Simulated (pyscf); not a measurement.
**F–N•–F, doublet**

Gas-phase minimum from PySCF at ωB97X-D3(BJ)/def2-SVP, one conformer. 

```xyz
3

F      0.8916     1.6939     0.2383
N      1.0270     0.6007    -0.5124
F      0.1754    -0.2671     0.0336
```
Charge 0, spin multiplicity 2.

Bonds (Å): F1–N2 1.333, N2–F3 1.333. Bond angles (°): F1–N2–F3 103.8.

Properties at ωB97X-D3(BJ)/def2-SVP:

```yaml
harmonic_wavenumbers_unscaled: 614, 1050, 1177 cm⁻¹
zero_point_energy: 4.1 kcal/mol
rotational_symmetry_number: 2
Entropy of this conformer at 298 K and 1 atm, rigid rotor and harmonic oscillator, modes under 100 cm⁻¹ raised to 100: 248.6 J/(mol K)
dipole_moment: 0.03 D
Spin expectation value S2: 0.753
```

Single-point totals, which compare only within one level (frozen core for MP2 and CC):

```
level                   total energy (hartree)
----------------------  ----------------------
ωB97X-D3(BJ)/def2-TZVP              -254.40602
PBE/def2-TZVP                       -254.15225
r²SCAN/def2-TZVP                    -254.28152
B3LYP-D3(BJ)/def2-TZVP              -254.38615
PBE0-D3(BJ)/def2-TZVP               -254.13828
M06-2X/def2-TZVP                    -254.28676
ωB97M-D3(BJ)/def2-TZVP              -254.42881
UHF/def2-TZVPP                      -253.27604
MP2/def2-TZVPP                      -253.94565
CCSD/def2-TZVPP                     -253.95619
CCSD(T)/def2-TZVPP                  -253.98032
```

The CCSD(T) − MP2 part came from Ansatz, without density fitting, on the same reference.
